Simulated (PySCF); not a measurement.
Cartesian coordinates (Å):
```xyz
15

Nb    -0.2752    -0.0355     0.2030
O     -1.8993     0.7162    -0.5724
H     -2.0738     1.1857    -1.4044
N     -0.8902    -0.8069     1.9242
H     -1.3145    -1.7351     2.0270
H     -0.9916    -0.2806     2.7987
N     -0.3415    -1.3136    -1.3584
H      0.4453    -1.8932    -1.6635
H     -1.0656    -1.2798    -2.0842
N      1.6679    -0.5438     0.3876
H      2.0177    -1.0592     1.2022
H      2.4469    -0.3657    -0.2551
N      0.3442     1.8835     0.3041
H      1.3160     2.1672     0.4576
H     -0.2131     2.6764    -0.0313
```
Charge 0, spin multiplicity 1.

Q: What HOMO–LUMO gap, charge on the central atom (Mulliken), LUMO, total energy, HOMO and dipole moment does TPSSh-D3(BJ)/def2-TZVP // PBE-D3(BJ)/def2-SVP in PySCF give?

A: 
```
Property                                     Result
-------------------------------------  ------------
HOMO–LUMO gap                               4.77 eV
charge on the central atom (Mulliken)        1.81 e
LUMO                                       -1.30 eV
total energy                           -356.9361 Ha
HOMO                                       -6.08 eV
dipole moment                                1.21 D
```
